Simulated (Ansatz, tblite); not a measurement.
Adding an electron: the cluster Li₉H₈⁺ (the lowest singlet isomer of a short search). Charge 1, multiplicity 1. Geometry: PBE-D4/def2-SVP. Ansatz, gas phase; energy differences of separate SCF runs; the reduced species was run as a doublet alone.

Cartesian coordinates in Å:
```
Li 2.6992 1.5346 -0.9731
Li 0.4159 -1.1867 0.0725
Li 0.7543 1.3995 0.7712
Li -1.5570 0.6936 -0.0757
Li -0.7197 -3.8085 1.4885
Li -2.5175 -2.1698 -0.2099
Li -1.0125 -1.3827 2.1209
Li 0.8664 3.2419 -1.1009
Li 0.4500 0.8927 -1.9959
H -1.4098 -0.9671 -0.8437
H 1.9203 2.6293 0.2509
H -0.5135 1.9294 -0.7595
H -2.1998 -2.7916 1.4049
H 1.6485 2.1434 -2.3256
H -0.5869 0.1782 1.3781
H 0.3279 -2.4415 1.4040
H 1.4343 0.1051 -0.6067
```

The xTB rows come from tblite. Another isomer (singlet) lies 0.05 eV lower at PBE0-D4/def2-TZVP; other spin states weren't run for this one.

```csv
level,−HOMO (eV),−LUMO (eV),vertical EA (eV),HOMO–LUMO gap (eV)
GFN2-xTB,15.61,8.55,6.43,7.06
PBE-D4/def2-TZVP,8.33,4.80,3.38,3.53
r2SCAN-D4/def2-TZVP,8.52,4.25,3.20,4.27
```

Task: Estimate the rows for GFN1-xTB, PBE0-D4/def2-TZVP.

Result: 
```
            level  −HOMO (eV)  −LUMO (eV)  vertical EA (eV)  HOMO–LUMO gap (eV)
         GFN1-xTB       15.27       11.96             10.06                3.30
PBE0-D4/def2-TZVP        9.49        4.19              3.25                5.30
```

  Raw xTB energy differences between charge states are shifted by several eV; the methods need an empirical correction for them.
